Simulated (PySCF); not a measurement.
**Partial charges of `CNc1cccs1`**

C5H7NS.
Numbering: `[CH3:1][NH:2][c:3]1[cH:4][cH:5][cH:6][s:7]1` (hydrogens: H8, H9, H10 on C1; H11 on N2; H12 on C4; H13 on C5; H14 on C6)

Geometry (PBE0-D3(BJ)/def2-SVP, Å), atoms numbered from 1 in this order:
```
atom  x, y, z in Å
C1    -2.3536    0.4430    0.4258
N2    -1.4442   -0.5995    0.0416
C3    -0.1035   -0.4491    0.3007
C4     0.5730    0.6630    0.7546
C5     1.9796    0.4421    0.8453
C6     2.3595   -0.8144    0.4743
S7     0.9949   -1.7610   -0.0168
H8    -3.3750    0.1603    0.1372
H9    -2.1060    1.3773   -0.1037
H10   -2.3421    0.6608    1.5127
H11   -1.7984   -1.5436    0.1221
H12    0.0834    1.5988    1.0214
H13    2.6869    1.1988    1.1890
H14    3.3547   -1.2546    0.4632
```

Density: PBE0/pcSseg-1 (PySCF); schemes: Mulliken, IAO, Hirshfeld and ESP-fitted. One conformer (not necessarily the lowest) at the PBE0-D3(BJ)/def2-SVP geometry, without solvent, vibrations or thermal averaging.

**Question.** Atoms with like bonding are taken together and averaged. At which atom do the 4 schemes differ most?

**Answer.** At C5: from -0.459 (ESP-fitted) to -0.048 e (Mulliken), 0.411 e apart.

**Question.** Do the Mulliken, IAO, Hirshfeld and ESP-fitted schemes agree on where the charge is lowest?

**Answer.** The schemes don't all agree: Mulliken N2 (-0.515); IAO C6 (-0.344); Hirshfeld N2 (-0.131); ESP-fitted N2 and C5 (-0.459).

**Question.** Which atoms carry the highest charge in the Mulliken, IAO, Hirshfeld and ESP-fitted schemes?

**Answer.** The schemes don't all agree: Mulliken S7 (+0.231); IAO S7 (+0.277); Hirshfeld H11 (+0.127); ESP-fitted H11 (+0.366).

**Question.** Give the atomic charges in each scheme.

**Answer.** In e; atoms taken as equivalent share a row and are averaged (×n: the atom named and its like, n in all):

```
     atom                        environment  Mulliken     IAO  Hirshfeld  ESP-fitted
       C1                    N-methyl carbon    -0.109  -0.298     -0.059      -0.157
       N2              aniline-type nitrogen    -0.515  -0.336     -0.131      -0.459
       C3   aromatic carbon bearing nitrogen    -0.042  -0.029     +0.021      +0.062
       C4                 aromatic CH carbon    -0.105  -0.271     -0.117      +0.002
       C5                 aromatic CH carbon    -0.048  -0.168     -0.079      -0.459
       C6  aromatic CH next to a ring sulfur    -0.292  -0.344     -0.107      -0.162
       S7              thiophene-type sulfur    +0.231  +0.277     +0.064      -0.041
H8/H9/H10                    methyl hydrogen    +0.122  +0.142     +0.045      +0.096
      H11                       N–H hydrogen    +0.195  +0.268     +0.127      +0.366
      H12                  aromatic hydrogen    +0.096  +0.151     +0.042      +0.114
      H13                  aromatic hydrogen    +0.096  +0.157     +0.053      +0.239
      H14                  aromatic hydrogen    +0.128  +0.168     +0.051      +0.205
```

Mean size of the charges over all atoms: IAO 0.207 e, ESP-fitted 0.182 e, Mulliken 0.159 e, Hirshfeld 0.070 e. Each set sums to the total charge, 0, to within 0.001 e. The Hirshfeld scheme divides the density at each point in proportion to the densities of the neutral, spherically averaged free atoms.

Some averages cover members that differ in this geometry: H8/H9/H10, ESP-fitted +0.073 to +0.108; H8/H9/H10, IAO +0.123 to +0.153 e.

**Question.** How many electrons does the Hirshfeld scheme count on C4?

**Answer.** Z − q = 6 − (-0.117) = 6.117.

**Question.** How closely do the schemes follow one another over all atoms?

**Answer.** Correlation coefficient and root-mean-square difference: IAO with Hirshfeld 0.96, 0.151 e; Mulliken with IAO 0.90, 0.096 e; Mulliken with Hirshfeld 0.88, 0.134 e; Hirshfeld with ESP-fitted 0.82, 0.173 e; IAO with ESP-fitted 0.75, 0.161 e; Mulliken with ESP-fitted 0.74, 0.157 e.
